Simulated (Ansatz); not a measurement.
Molecule: CdI2, charge 0, multiplicity 1. SMILES: [I][Cd][I]
Structure (B3LYP-D3(BJ)/def2-TZVP (Ansatz, a first-principles code) minimum search):
```
Cd
I 1 2.6122
I 1 2.6122 2 180.00
```
Charge 0, spin multiplicity 1.

Wanted: atomisation energy, in kcal/mol. Terms: LANL2DZ with its own core potentials from Na on; dispersion terms only where a functional's name holds one; no spin-orbit coupling; atomisation electronic, to ground-state atoms; open shells spin-unrestricted; def2 sets with scalar-relativistic core potentials past Kr. Ab initio and DFT rows: single points at B3LYP-D3(BJ) geometries (Ansatz).

```csv
species,coefficient,"E at B3LYP/LANL2DZ (Ansatz), Eh","E at PBE/def2-TZVPD (Ansatz), Eh"
[I][Cd][I],-1,-70.93702,-763.27633
Cd atom,+1,-48.07965,-167.78889
I atom,+2,-11.36262,-297.66560
```

 1 Eh = 627.5095 kcal/mol.

Problem. Compute it at each level from the table.

Solution. 
- B3LYP/LANL2DZ: the sum of coefficient times E is 0.13213 Eh, or 82.91 kcal/mol. Result: 82.9 kcal/mol.
- PBE/def2-TZVPD: the sum of coefficient times E is 0.15624 Eh, or 98.04 kcal/mol. Result: 98.0 kcal/mol.
